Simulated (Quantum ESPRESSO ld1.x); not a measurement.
Q: These are the eigenvalues of the occupied orbitals of an atom or ion with whole-number occupations (eV). Calculated with ld1.x of Quantum ESPRESSO 7.5: Dirac Kohn-Sham, revPBE, spin-unpolarised, spherical densities, point nucleus.

1s1/2: -35166.8
2s1/2: -8579.45

Which element is it, and in what charge state? The configuration may be excited. Open shells, if any, fill j = l - 1/2 first.

A: Z = 51, antimony, charge +48: Sb48+ in [He] 2s1. The 1s level, -1292.4 hartree, gives Z - s = 50.8 by -(Z - s)^2/2, which with screening and relativity narrows Z to a few neighbours, and the depths must fix Z and the occupations together.
